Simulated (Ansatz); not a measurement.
Isolated molecules relaxed with PBE0-D4/def2-TZVP in Ansatz; ΔE leaves out vibrations. CCSD(T)/CBS is the MP2 limit (def2-TZVPP, def2-QZVPP) plus CCSD(T) − MP2 in def2-TZVPP, frozen cores. This one scheme is used for every species. Functionals use def2-TZVPP. For Se outer-core shells are correlated without core-valence functions, which leaves a few kJ/mol of doubt a bond. Scalar relativity is left out up to krypton. Each species was taken in one conformer, which may not be the lowest.

Consider the ligand exchange at a B–Se bond: `CC[Se]BF` + H–F → `FBF` + `CC[SeH]`.

```csv
level,ΔE (kJ/mol)
B2PLYP,-91.4
PBE,-79.6
```

Task: What does CCSD(T)/CBS give? (Best estimate.)

Result: The calculation gave: -78.3 kJ/mol. The listed levels differ from it by -13.1, -1.3 kJ/mol.

Largest T1 diagnostic among the species: 0.013.

From PBE to PBE0 (25 % exact exchange), in def2-TZVPP and without D4, ΔE moves by −3.6 kJ/mol. The D4 term adds +8.2 kJ/mol with B3LYP and +4.5 kJ/mol with PBE0; it sums over pairs of atoms, weighted by their polarisabilities, and B3LYP, whose exchange is more repulsive, gets the larger term.

B3LYP here is the variant with VWN-RPA as its local correlation; programs differ in this.
